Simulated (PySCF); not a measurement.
Excitations are Tamm–Dancoff values on a coarser integration grid. The basis has no diffuse functions, so Rydberg states are missing or too high.

**C2H2O, SMILES `C#CO` (charge 0, multiplicity 1)**

Level of theory: PBE-D3(BJ)/def2-TZVP (PySCF).

```
Quantity                                 Result
----------------------  -----------------------
HOMO                                   -5.96 eV
dipole moment                            1.78 D
LUMO                                   -0.62 eV
HOMO–LUMO gap                           5.34 eV
S1 excitation (TDA)                     5.44 eV
S1 oscillator strength                    0.001
T1 excitation (TDA)                     5.19 eV
S1–T1 gap (TDA)                         0.25 eV
total energy                       -152.4297 Ha
cost                    roughly 18 core-seconds
```

Bonds (Å): C1–C2 1.210, C1–H4 1.069, C2–O3 1.312, O3–H5 0.976. Bond angles (°): C2–C1–H4 179.1, C1–C2–O3 175.6, C2–O3–H5 109.9.
Charge 0, spin multiplicity 1.
